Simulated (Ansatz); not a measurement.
Two isomers of CH3FOSeSi: A = `F[Si]1([SeH])CO1`, B = `FC1([SeH])O[SiH2]1`.

Gas-phase electronic energies from Ansatz, PBE0-D4/def2-TZVP geometries. CBS: MP2 limit from def2 TZ/QZ plus the TZ coupled-cluster correction, frozen cores. DFT in def2-TZVPP. B3LYP here is the variant with VWN-RPA as its local correlation; programs differ in this. For Se outer-core shells are correlated without core-valence functions, which leaves a few kJ/mol of doubt a bond. Scalar relativity is left out up to krypton. Each species was taken in one conformer, which may not be the lowest.

**Question.** Which isomer does CCSD(T)/CBS put lower? Give the gap. (An estimate is asked.)

**Answer.** The calculation gave: A, by 76.0 kcal/mol.

**Question.** Give E(B) − E(A) in kcal/mol with ωB97M-V, HF/def2-TZVPP, PBE-D4, PBE0-D4, B3LYP-D4, r2SCAN-D4, B2PLYP. (Best estimate.)

**Answer.** Computed: ωB97M-V 73.6, HF/def2-TZVPP 77.8, PBE-D4 69.0, PBE0-D4 72.5, B3LYP-D4 72.6, r2SCAN-D4 73.5, B2PLYP 74.5. None reverses the order clearly.

Largest T1 diagnostic: 0.013.

From PBE to PBE0 (25 % exact exchange), in def2-TZVPP and without D4, E(B) − E(A) moves by +3.4 kcal/mol.
